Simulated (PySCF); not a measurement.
PySCF 2.14 output of an unrestricted PBE calculation on a single atom or ion in x2c-TZVPPall (6s5p4d2f1g, 64 functions), with scalar relativity by spin-free X2C-1e:

```
SCF conv_tol = 1e-09
number electrons alpha = 12  beta = 9
    J. P. Perdew, K. Burke, and M. Ernzerhof.,  Phys. Rev. Lett. 77, 3865 (1996)
    J. P. Perdew, K. Burke, and M. Ernzerhof.,  Phys. Rev. Lett. 78, 1396 (1997)
    J. P. Perdew, K. Burke, and M. Ernzerhof.,  Phys. Rev. Lett. 77, 3865 (1996)
    J. P. Perdew, K. Burke, and M. Ernzerhof.,  Phys. Rev. Lett. 78, 1396 (1997)
cycle= 1 E= -948.136030531113  delta_E= -0.00631  |g|= 0.0177  |ddm|= 0.109
cycle= 2 E= -948.136033076387  delta_E= -2.55e-06  |g|= 0.0175  |ddm|= 0.0186
cycle= 3 E= -948.13611101308  delta_E= -7.79e-05  |g|= 0.000268  |ddm|= 0.00952
cycle= 4 E= -948.136111029238  delta_E= -1.62e-08  |g|= 1.8e-05  |ddm|= 0.000153
cycle= 5 E= -948.13611102933  delta_E= -9.16e-11  |g|= 1.59e-06  |ddm|= 1.18e-05
converged SCF energy = -948.13611102933  <S^2> = 3.7503706  2S+1 = 4.0001853
```

The run itself started from symmetry-adapted Hartree-Fock orbitals and held the occupation by maximum overlap, on a logarithmic radial grid, so the iterations belong to that start.

Question: Which element, charge and spin multiplicity is this?

Answer: V²⁺ (vanadium, charge +2), multiplicity 4; the state was [Ar] 3d3, high-spin 4F determinant.
